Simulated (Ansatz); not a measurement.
Two structures of SbH4O2, doublet, reached by relaxing down either side of one saddle point (PBE0-D4/def2-TZVP). Energies are electronic, without zero-point energy. Ansatz 0.2.0; basis: def2-TZVPP and def2-QZVPP; cores frozen in the correlated methods; orbitals are unrestricted. Filled d shells of the heavier atoms are correlated. Core potentials replace the inner electrons of the atoms past krypton. The def2 sets are not built for correlating such inner shells, so the correlated values are less sure here. Extrapolation: Hartree–Fock as exp(−7.88 √X), correlation as X^−2.97. First:

| atom | x (Å) | y (Å) | z (Å) |
| --- | --- | --- | --- |
| H1 | 0.5932 | -1.0889 | 0.9167 |
| Sb2 | 0.9046 | 0.5528 | 1.2591 |
| O3 | -1.0298 | 0.4340 | -1.3919 |
| O4 | -1.9938 | -0.3951 | -1.0865 |
| H5 | 1.9068 | 0.7125 | -0.1116 |
| H6 | 2.2452 | 0.1338 | 2.2416 |
| H7 | -2.6261 | -0.3491 | -1.8274 |

Second:

```
7
angstrom
H -0.6357 -1.3512 -0.6474
Sb 1.1425 0.0079 1.1777
O -1.2492 -1.0865 -1.3494
O -1.1833 0.3326 -1.2481
H 1.5632 1.5828 0.6796
H 2.4287 -0.0244 2.3051
H -2.0662 0.5388 -0.9174
```

Q: Which bonds change from the first to the second?

A: HO₂ ([O][OH]) + SbH₃ → H₂O₂ ([OH][OH]) + SbH₂; bonds formed: H1–O3; bonds broken: H1–Sb2.

Q: Give the saddle point's structure and its height above each. (An estimate is asked for; the value comes from the calculation.)

A: The calculation gives: 0.390 eV above the first and 1.412 eV above the second (CCSD(T) at an estimated basis limit (MP2 extrapolated from triple and quadruple zeta, plus CCSD(T) − MP2 in triple zeta)).
```
7
angstrom
H 0.0530 -0.0812 0.0041
Sb 0.9402 0.7652 1.3063
O -0.7014 -0.7662 -1.0925
O -1.7262 0.0167 -1.4619
H 2.2864 1.0499 0.2972
H 1.6264 -0.6896 1.8794
H -2.4784 -0.2946 -0.9325
```

T1 diagnostic: at most 0.025. ⟨S²⟩ of the unrestricted Hartree–Fock references: 0.76 to 0.80 (a pure state has 0.75). The unrestricted reference is spin-contaminated, which hurts MP2 most.

Labels in which every atom is bracketed show which atoms are joined, not bond orders.

For scale, one of the runs: CCSD(T)/def2-TZVPP, 168 basis functions, launched by `ansatz run in.yaml --threads 4 --pin off --events-out ev --progress --plain --max-ram 9574MiB`. Hardware: 4 CPU threads of a Oxide Virtual Turin-like, shared host. Wall time 2.8 min; peak host memory 4.4 GiB.
